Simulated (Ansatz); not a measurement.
```yaml
crystal:
  periodic: [false, false, false]
  atoms:
    - {symbol: B, position_ang: [-0.321173, 2.084015, -0.273488]}
    - {symbol: B, position_ang: [0.559877, 0.849172, 0.333195]}
    - {symbol: C, position_ang: [-0.015011, -0.587447, 0.591432]}
    - {symbol: C, position_ang: [-0.020975, -1.767368, -0.321049]}
    - {symbol: O, position_ang: [-0.480582, -0.605576, 1.716702]}
    - {symbol: H, position_ang: [-1.110149, 2.705610, 0.377505]}
    - {symbol: H, position_ang: [-0.193005, 2.408882, -1.422359]}
    - {symbol: H, position_ang: [1.689386, 1.006713, 0.708778]}
    - {symbol: H, position_ang: [-0.473240, -2.630612, 0.168652]}
    - {symbol: H, position_ang: [1.003677, -2.000663, -0.626011]}
    - {symbol: H, position_ang: [-0.573306, -1.519826, -1.232857]}
basis:
  gaussian: {orbitals: def2-mTZVP, final_grid: {core_spheres: 8, valence_spheres: 7, degree: 23}}
hamiltonian: {xc: {name: PBE}}
output: {forces: true}
```

```sh
$ ansatz run in.yaml --threads 2 --pin off --events-out ev --progress --plain --max-ram 4352MiB
```

Output, abridged:

```
Functional definition: PBE
1132 factors; their error is unknown
mean field evaluation 1: about -5554.4111 eV, gradient 6.4e1 eV
mean field evaluation 2: about -5523.7272 eV, gradient 1.2e2 eV
mean field evaluation 4: about -5563.5819 eV, gradient 9.6e0 eV
mean field evaluation 8: about -5563.9077 eV, gradient 2.4e-1 eV
mean field evaluation 16: about -5563.8530 eV, gradient 3.9e-3 eV
mean field -5563.85304215 eV, -204.4678279840 hartree, gradient 8.9e-6 eV, S^2 0.000000; 0 other end points of the search recorded, 0 dependent functions left out
reference -5563.85308823 eV, -204.4678296775 hartree; 18, 18 occupied and 100, 100 virtual orbitals, 1132 factors
Total energy: -5563.85308823 eV, -204.4678296775 hartree
Atom 0 at    -0.321173     2.084015    -0.273488 Å, force     0.160115    -0.183681     0.114990 eV/Å
Atom 1 at     0.559877     0.849172     0.333195 Å, force    -0.162473     0.208200    -0.111101 eV/Å
Atom 2 at    -0.015011    -0.587447     0.591432 Å, force     0.495058     0.023970    -1.122975 eV/Å
Atom 3 at    -0.020975    -1.767368    -0.321049 Å, force     0.001904     0.032702     0.000487 eV/Å
Atom 4 at    -0.480582    -0.605576     1.716702 Å, force    -0.532033     0.050013     1.377284 eV/Å
Atom 5 at    -1.110149     2.705610     0.377505 Å, force    -0.132667     0.069726     0.048706 eV/Å
Atom 6 at    -0.193005     2.408882    -1.422359 Å, force     0.024546     0.072307    -0.125813 eV/Å
Atom 7 at     1.689386     1.006713     0.708778 Å, force     0.141284    -0.002540     0.039354 eV/Å
Atom 8 at    -0.473240    -2.630612     0.168652 Å, force    -0.102742    -0.218920     0.097215 eV/Å
Atom 9 at     1.003677    -2.000663    -0.626011 Å, force     0.223726    -0.077307    -0.092789 eV/Å
Atom 10 at    -0.573306    -1.519826    -1.232857 Å, force    -0.116719     0.025530    -0.225358 eV/Å
Dipole moment:     0.157848    -0.198750    -0.453024 e Å
```

It took 1.2 s on 2 threads of an Arm Neoverse V1 on a shared host, with 0.13 GiB of host memory at the peak.
